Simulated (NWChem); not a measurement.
C₃H₂FNS; SMILES Fc1cscn1

Program: NWChem. The geometry was optimised at PBE0/def2-SVP. Level: M06-2X/def2-SVP with COSMO at NWChem's default radii, gas-phase geometry; the question gives the dielectric constant.

Predict the results for dielectric constant 7.6. Quantities: electrostatic solvation energy (kcal/mol); dipole in solution (D).


```json
{
  "electrostatic solvation energy (kcal/mol)": "-4.1",
  "dipole in solution (D)": "3.28"
}
```
